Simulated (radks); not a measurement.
Values are calculated unless marked as measured or tabulated.
Task: Spin polarisation of the 3d7 shell in the cobalt ion Co2+. Start: [Ar] 3d(up 3.5, down 3.5); electrons of 3d are moved from spin down to spin up, other shells keep equal spins. Code: a radial shooting solver on a logarithmic mesh with Libxc functionals. Model: scalar-relativistic Kohn-Sham, PBE, spin-polarised, spherical densities, point nucleus. Estimate the energy gained and the exchange splitting at a moment of 3 Bohr magnetons.

Result: At moment 3 the spin-polarisation energy is -2.261 eV and the 3d exchange splitting 3.017 eV, that is 1.006 eV per Bohr magneton; E = -I m^2/4 would give I = 1.005 eV.
